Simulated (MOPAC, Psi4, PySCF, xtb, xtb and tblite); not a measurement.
Two geometries of SMILES c1csc(Oc2ccc[se]2)c1 (C8H6OSSe), relaxed at GFN2-xTB with one dihedral held; other torsions can differ between them too.

Structure A

```
17

C     -0.6393    -3.0227     0.8930
C     -1.8830    -2.5786     0.5883
S     -2.2034    -1.0157     1.2280
C     -0.6035    -0.9640     1.9246
O     -0.1905     0.1339     2.6040
C     -0.4367     0.1567     3.9427
C     -0.1794     1.2147     4.7546
C     -0.5048     0.9863     6.1153
C     -1.0184    -0.2344     6.3940
Se    -1.1530    -1.3117     4.8812
C      0.1002    -2.0994     1.6654
H     -0.2539    -3.9771     0.5840
H     -2.6454    -3.0747     0.0215
H      0.2329     2.1376     4.3884
H     -0.3544     1.7403     6.8694
H     -1.3306    -0.6032     7.3535
H      1.1082    -2.2556     2.0046
```

Structure B

```
17

C      1.1154    -2.8287     1.6496
C      1.6167    -2.5569     0.4213
S      1.0524    -1.0545    -0.2031
C      0.0920    -0.8074     1.2345
O     -0.5971     0.3421     1.4351
C     -1.5497     0.6886     0.5242
C     -2.1610    -0.0597    -0.4294
C     -3.1214     0.6632    -1.1826
C     -3.2690     1.9634    -0.8368
Se    -2.1354     2.4615     0.5597
C      0.2376    -1.8257     2.1222
H      1.3503    -3.7175     2.2063
H      2.2898    -3.1437    -0.1709
H     -1.9503    -1.1026    -0.5922
H     -3.6925     0.1988    -1.9684
H     -3.9445     2.6742    -1.2755
H     -0.2656    -1.8532     3.0708
```

Problem. Which is lower in energy at the level PBE0-D3(BJ)/def2-SVP // GFN2-xTB (Psi4), and by how much?

Solution. A is lower, by 3.80 kJ/mol (dihedral S3–C4–O5–C6: 90° in A, 60° in B).

E(B) − E(A) in kJ/mol at the other levels, on the same two geometries: GFN2-xTB (xtb and tblite) -1.90; PBE0/def2-SVP // GFN2-xTB (Psi4) 2.27; PBE/def2-SVP // GFN2-xTB (Psi4) 2.86; PBE-D3(BJ)/def2-SVP // GFN2-xTB (Psi4) 4.22; PM3, restricted, heats of formation // GFN2-xTB (MOPAC) 8.76; PM7, restricted, heats of formation // GFN2-xTB (MOPAC) -22.79; GFN1-xTB // GFN2-xTB (xtb) -1.03; restricted B3LYP/6-31G*, spherical d, density fitting // GFN2-xTB (PySCF) 1.00; restricted MP2 (frozen core)/3-21G // GFN2-xTB (PySCF) -0.83; restricted M06-2X/6-31G*, spherical d, density fitting // GFN2-xTB (PySCF) 2.14; restricted Hartree-Fock/STO-3G // GFN2-xTB (PySCF) -5.77.
